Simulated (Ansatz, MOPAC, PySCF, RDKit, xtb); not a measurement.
Dimer: HCl (SMILES Cl) (first 2 atoms) with HBr (SMILES Br); geometry from B3LYP-D3(BJ)/def2-TZVP, rigid monomers moved along the line of their centres of mass till Cl1···H4 is 4.56 Å.
(charge 0, multiplicity 1):
```xyz
4

Cl     0.53482    -0.46597    -0.22562
H      0.80027     0.78568    -0.12357
Br    -0.01129    -0.24797     5.70546
H      0.06669    -0.53068     4.30536
```

| level | interaction energy (meV) | minus CCSD(T)/CBS(def2-TZVPPD, def2-QZVPPD) | cost |
|---|---|---|---|
| UFF | -3.8 | 8.6 | - |
| GFN-FF | -6.4 | 6.1 | - |
| AM1 | -5.7 | 6.8 | - |
| PM3 | -4.2 | 8.3 | - |
| PM7 | -12.7 | -0.2 | - |
| GFN1-xTB | -4.9 | 7.6 | - |
| GFN2-xTB | -16.2 | -3.7 | - |
| HF/STO-3G (no counterpoise) | -5.4 | 7.1 | - |
| HF/6-31G* | -9.7 | 2.8 | - |
| HF/6-31G* (no counterpoise) | -10.2 | 2.3 | - |
| HF/def2-SVPD | -10.0 | 2.5 | - |
| HF/def2-TZVPPD | -9.4 | 3.1 | - |
| PBE/def2-TZVPPD | -10.4 | 2.1 | ×1 |
| PBE-D3(BJ)/def2-TZVPPD | -14.1 | -1.6 | ×1 |
| BP86/6-31G* (no counterpoise) | -7.8 | 4.7 | - |
| r2SCAN/def2-TZVPPD | -9.9 | 2.6 | ×1 |
| B3LYP/3-21G (no counterpoise) | -7.4 | 5.1 | - |
| B3LYP/LANL2DZ (no counterpoise) | -8.3 | 4.2 | - |
| B3LYP/def2-TZVPPD | -7.0 | 5.5 | ×2 |
| B3LYP-D4/def2-TZVPPD | -11.6 | 0.9 | ×2 |
| PBE0/def2-TZVPPD | -10.1 | 2.4 | ×1 |
| PBE0-D3(BJ)/def2-TZVPPD | -14.1 | -1.6 | ×1 |
| PBE0-D4/def2-TZVPPD | -13.7 | -1.2 | ×1 |
| M06-2X/6-31G* (no counterpoise) | -12.8 | -0.3 | - |
| wB97X-V/def2-TZVPPD | -12.1 | 0.4 | ×3 |
| MP2/6-31G* | -11.5 | 1.0 | - |
| MP2/6-31G* (no counterpoise) | -12.1 | 0.4 | - |
| MP2/def2-SVPD | -13.4 | -0.9 | - |
| MP2/def2-QZVPPD | -13.2 | -0.7 | - |
| MP2/CBS(def2-TZVPPD, def2-QZVPPD) | -13.5 | -1.0 | - |
| SCS-MP2/def2-SVPD | -12.1 | 0.4 | - |
| SCS-MP2/def2-TZVPPD | -11.8 | 0.7 | - |
| SCS-MP2/def2-QZVPPD | -11.9 | 0.6 | - |
| CCSD/def2-SVPD | -11.9 | 0.6 | - |
| CCSD/def2-TZVPPD | -11.5 | 1.0 | - |
| CCSD/def2-QZVPPD | -11.6 | 0.9 | - |
| CCSD(T)/def2-SVPD | -12.3 | 0.2 | ×2 |
| CCSD(T)/def2-TZVPPD | -12.1 | 0.4 | ×7 |
| CCSD(T)/def2-QZVPPD | -12.2 | 0.3 | ×50* |
| CCSD(T)/CBS(def2-TZVPPD, def2-QZVPPD) | -12.5 | 0.0 | ×50* |

 The comparison column counts from a level with limits of its own.

The rows run from -16.2 (GFN2-xTB) to -3.8 meV (UFF). In def2-QZVPPD the value moves MP2 -13.2, CCSD -11.6, CCSD(T) -12.2, a shift of 1.0 from MP2 to CCSD(T). From def2-SVPD to def2-QZVPPD CCSD(T) changes by 0.1. The dispersion term adds -3.7 in PBE-D3(BJ), -4.6 in B3LYP-D4, -4.0 in PBE0-D3(BJ). The 5 functionals in def2-TZVPPD without D3 or D4 span 5.1, from wB97X-V to B3LYP.

Monomers are frozen at their geometry in the pair; levels with a basis set take the counterpoise correction. Rows marked so take none. RDKit's UFF carries no charges.

Frozen-core correlation. Filled d and f shells under p-block atoms count as core. CBS(a, b) extrapolates the correlation energy as X⁻³ and adds the Hartree–Fock energy of set b. Rows in 3-21G, 6-31G*, LANL2DZ, STO-3G carry no dispersion term and start afresh at each structure (6-31G* with six Cartesian d functions); the Pople sets are all-electron and without relativity. MP2/6-31G* freezes PySCF's default core, which leaves 3d correlated. LANL2DZ brings its own core potentials from Na on. The state that AM1, PM3, PM7 reach isn't checked; PM7 holds dispersion and hydrogen-bond terms.

Codes used: Ansatz (an electronic-structure program); MOPAC for AM1, PM3, PM7 (differences of heats of formation); PySCF for 3-21G rows, 6-31G* rows, LANL2DZ rows, STO-3G rows, the dispersion terms; RDKit for the force fields; xtb for the GFN methods. Values without a source in brackets are computed.

Costs are rough ratios of core time to PBE/def2-TZVPPD (about 4 s over the structures, on one shared machine); a dash marks a level with no comparable run of its own. A star marks coupled-cluster runs past 200 virtual orbitals, where the program's memory plan changes under this machine's limit, so their costs aren't comparable with smaller runs.
